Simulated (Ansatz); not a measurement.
The cluster Sr₄. Total charge 0; triplet. Geometry r2SCAN/def2-TZVPD, that of the charge -1 doublet; atoms count from 1.

```xyz
4

Sr    1.784    1.281   -1.230
Sr    0.726   -0.353    2.384
Sr   -2.153    1.302   -0.042
Sr   -0.357   -2.230   -1.112
```

In the def2 sets Sr takes a core potential; there is no spin–orbit coupling. At PBE0/def2-TZVPD a singlet of charge 0 lies 0.76 eV below the triplet at the same geometry. The structure comes from a short search, and lower isomers may exist.

Q: Estimate the Mulliken populations from the PBE0/def2-TZVPD orbitals of Ansatz.

A: 
| atom | charge (e) | spin (α − β) |
| --- | --- | --- |
| Sr1 | 0.00 | 0.50 |
| Sr2 | 0.00 | 0.50 |
| Sr3 | 0.00 | 0.50 |
| Sr4 | 0.00 | 0.50 |
Mulliken values and Mayer orders depend strongly on the basis. With diffuse functions, as here, like atoms can get unlike values, and bond orders can come out too low or too high.

Q: Where does the spin sit?

A: Summed by element: Sr 2.00, of 2 unpaired in all. Largest on single atoms: Sr3 0.50, Sr4 0.50, Sr2 0.50.

Q: And the Mayer bond orders between bonded heavy atoms (over 0.3)?

A: Sr1–Sr2 0.62 (4.10 Å); Sr1–Sr3 0.47 (4.11 Å); Sr1–Sr4 0.62 (4.11 Å); Sr2–Sr3 0.62 (4.11 Å); Sr2–Sr4 0.46 (4.11 Å); Sr3–Sr4 0.62 (4.10 Å).
